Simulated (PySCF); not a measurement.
SbFBr₂, SMILES [F][Sb]([Br])[Br].

The structure is a stationary point at PBE0-D3(BJ)/def2-SVP. The def2 effective core potentials stand for the cores of Sb; spin–orbit coupling is left out.

Two levels are set side by side: PBE/def2-TZVP (PySCF) and r2SCAN/def2-TZVP (PySCF). Same geometry, gas phase. Differences are taken from unrounded values.

```
quantity                     r2SCAN    PBE  PBE minus r2SCAN
---------------------------  ------  -----  ----------------
orbital gap (eV)               4.83   4.39             -0.44
highest occupied level (eV)   -7.64  -7.32              0.32
lowest empty level (eV)       -2.81  -2.92             -0.12
dipole moment (D)              2.75   2.66             -0.08
mean polarisability (bohr³)    78.3   80.4               2.1
```

Rough cost on one machine, each run with all the roots and properties that it gave: r2SCAN against PBE about 3 times.
